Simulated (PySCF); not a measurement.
Cl2HInO, SMILES [OH][In]([Cl])[Cl].

Geometry optimised at PBE0-D3(BJ)/def2-SVP. The def2 effective core potentials stand for the cores of In; spin–orbit coupling is left out. Other conformers were not sampled.

The numbers are results of PBE0-D3(BJ)/def2-SVP run with PySCF 2.14.0, not measurements.

Frequencies are harmonic and unscaled.

Computed harmonic wavenumbers and intensities:
```csv
mode,ν (cm⁻¹),IR (km/mol),Raman (Å⁴/amu),depolarisation,moving atoms (share of kinetic energy)
1,91,9.0,2.7,0.74,"Cl 77 %, In 20 %"
2,115,18.4,2.7,0.74,"O 64 %, Cl 17 %, In 11 %, H 8 %"
3,116,17.8,0.1,0.75,"In 39 %, O 33 %, Cl 25 %"
4,285,103.4,0.4,0.75,H 92 %
5,361,12.1,17.5,0.13,"Cl 88 %, In 10 %"
6,399,59.9,4.1,0.71,"Cl 70 %, In 30 %"
7,627,63.7,16.2,0.19,"O 85 %, In 13 %"
8,846,81.0,0.9,0.70,H 93 %
9,3877,87.1,127.8,0.26,H 94 %
```
